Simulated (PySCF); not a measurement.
Spin-rotation constants: `InChI=1S/C4H9N3SSi/c1-7(2)4-3(9)5-6-8-4/h1-2,9H3`

Molfile (atoms numbered from 1):
```
C4H9N3SSi
     RDKit          3D

 18 18  0  0  0  0  0  0  0  0999 V2000
   -1.0447   -1.3247    0.2706 C   0  0  0  0  0  0  0  0  0  0  0  0
   -1.0003    0.1182    0.2070 N   0  0  0  0  0  0  0  0  0  0  0  0
   -2.2938    0.7576    0.1742 C   0  0  0  0  0  0  0  0  0  0  0  0
    0.0483    0.7732   -0.3460 C   0  0  0  0  0  0  0  0  0  0  0  0
   -0.1617    2.2978   -1.1582 S   0  0  0  0  0  0  0  0  0  0  0  0
    1.4886    2.4171   -1.4267 N   0  0  0  0  0  0  0  0  0  0  0  0
    2.1179    1.4342   -0.9796 N   0  0  0  0  0  0  0  0  0  0  0  0
    1.4126    0.4741   -0.3618 C   0  0  0  0  0  0  0  0  0  0  0  0
    2.4394   -0.8932    0.4057 Si  0  0  0  0  0  4  0  0  0  0  0  0
   -0.0508   -1.7411    0.1462 H   0  0  0  0  0  0  0  0  0  0  0  0
   -1.4400   -1.6334    1.2404 H   0  0  0  0  0  0  0  0  0  0  0  0
   -1.6955   -1.7251   -0.5155 H   0  0  0  0  0  0  0  0  0  0  0  0
   -2.7360    0.7422   -0.8297 H   0  0  0  0  0  0  0  0  0  0  0  0
   -2.9590    0.2388    0.8629 H   0  0  0  0  0  0  0  0  0  0  0  0
   -2.1981    1.7958    0.4922 H   0  0  0  0  0  0  0  0  0  0  0  0
    1.9120   -1.1841    1.7450 H   0  0  0  0  0  0  0  0  0  0  0  0
    2.3361   -2.1136   -0.4086 H   0  0  0  0  0  0  0  0  0  0  0  0
    3.8163   -0.4275    0.4702 H   0  0  0  0  0  0  0  0  0  0  0  0
  1  2  1  0
  2  3  1  0
  2  4  1  0
  4  5  1  0
  5  6  1  0
  6  7  2  0
  7  8  1  0
  8  9  1  0
  8  4  2  0
  1 10  1  0
  1 11  1  0
  1 12  1  0
  3 13  1  0
  3 14  1  0
  3 15  1  0
  9 16  1  0
  9 17  1  0
  9 18  1  0
M  END
```

Theory: GIAO PBE/pcSseg-1 magnetisability, rotational g tensor and spin-rotation constants, non-relativistic, gas phase (PySCF). Geometry: GFN2-xTB.

Task: Give the nuclear spin-rotation constants along the inertial axes (H = +C I·J) beside the isotropic shieldings.

Result: Rotational constants 1.4316, 1.2068, 0.6755 GHz. A star marks the isotopologue with that one atom substituted, in its own axes.
```
atom  isotope  Caa (kHz)  Cbb (kHz)  Ccc (kHz)  mean (kHz)  σ (ppm)
  N2      14N      0.123      0.074      0.033       0.077    176.3
  N6      14N      0.435      0.226      0.072       0.245   -127.8
  N7      14N      0.406      0.396      0.060       0.287   -205.2
 H10       1H      0.050     -0.110     -0.073      -0.044     27.8
 H11       1H     -0.148     -0.018     -0.034      -0.067     28.3
 H12       1H     -0.106     -0.122      0.000      -0.076     28.6
 H13       1H     -0.102     -0.121     -0.003      -0.075     28.6
 H14       1H     -0.144      0.028     -0.066      -0.061     28.5
 H15       1H     -0.135     -0.048     -0.030      -0.071     28.7
 H16       1H     -0.123     -0.026     -0.016      -0.055     26.8
 H17       1H     -0.111     -0.078      0.009      -0.060     26.7
 H18       1H     -0.006     -0.048     -0.055      -0.036     26.5
  C1     13C*      0.282      0.205      0.139       0.209    135.1
  C4     13C*      0.652      0.559      0.184       0.465      1.0
  S5     33S*      0.825      0.553      0.275       0.551     18.3
  C8     13C*      0.535      0.432      0.140       0.369     56.9
 Si9    29Si*     -0.756     -0.649     -0.385      -0.597    420.3
```
For the geometry as given, no vibrational averaging.
